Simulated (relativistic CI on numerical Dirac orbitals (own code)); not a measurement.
Ho⁴⁺ (4f9) in a crystal field

Calculated by Dirac-Coulomb-Breit CI, KLI orbitals optimised for each configuration, model QED (radiative potential, 1s self-energy scaled to tabulated hydrogen-like ionisation energies), valence Slater integrals scaled by 0.75, one configuration in a parametric crystal field (own radial code).

Field parameters in Wybourne normalisation. The field is a parameter set, without covalency.

S and J are read from ⟨S²⟩ = S(S + 1) and ⟨J²⟩ = J(J + 1) of each level; they are not fictitious spins.

D4h, B20 = 310, B40 = 2380, B44 = 30, B60 = 730, B64 = 500 cm⁻¹, the lowest 16 levels:

```
E (cm⁻¹)  Degeneracy  Irrep     S     J
     0.0           2     Γ6  2.42  7.50
     155           2     Γ6  2.42  7.50
     224           2     Γ7  2.42  7.50
     289           2     Γ7  2.42  7.50
     407           2     Γ7  2.41  7.50
     516           2     Γ7  2.42  7.50
     520           2     Γ6  2.41  7.50
     581           2     Γ6  2.41  7.50
    4471           2     Γ7  2.45  6.50
    4611           2     Γ7  2.45  6.49
    4636           2     Γ6  2.45  6.49
    4647           2     Γ7  2.45  6.49
    4676           2     Γ7  2.45  6.49
    4681           2     Γ6  2.45  6.49
    4722           2     Γ6  2.45  6.50
    7126           2     Γ6  2.41  5.49
```

Principal g values of the ground doublet: 0.00, 0.00, 19.73.

D3d, B20 = -1850, B40 = -1510, B43 = -1070, B60 = 140, B63 = 930, B66 = 600 cm⁻¹, the lowest 10 levels:

| E (cm⁻¹) | Degeneracy | Irrep | S | J |
| --- | --- | --- | --- | --- |
| 0.0 | 2 | Γ4 | 2.42 | 7.50 |
| 29.1 | 2 | Γ5+Γ6 | 2.42 | 7.49 |
| 54.1 | 2 | Γ4 | 2.42 | 7.49 |
| 101 | 2 | Γ4 | 2.42 | 7.49 |
| 192 | 2 | Γ5+Γ6 | 2.42 | 7.49 |
| 371 | 2 | Γ4 | 2.41 | 7.49 |
| 641 | 2 | Γ4 | 2.41 | 7.49 |
| 1138 | 2 | Γ5+Γ6 | 2.41 | 7.49 |
| 4305 | 2 | Γ4 | 2.45 | 6.49 |
| 4359 | 2 | Γ5+Γ6 | 2.45 | 6.49 |

Principal g values of the ground doublet: 1.64, 9.01, 9.01.

The next free-ion level lies 4301 cm⁻¹ above the lowest; the field splits the ground level into components whose J stays near 15/2 as long as their spread is small against that gap.

Levels of this model without a field, named by their leading LS term (the scale mimics covalency, so terms lie below those of the real free ion): 6H°_15/2 0, 6H°_13/2 4301, 6H°_11/2 6899, 6H°_9/2 8990, 6F°_11/2 9009, 6F°_9/2 10010, 6H°_7/2 10714, 6H°_5/2 11948 cm⁻¹.
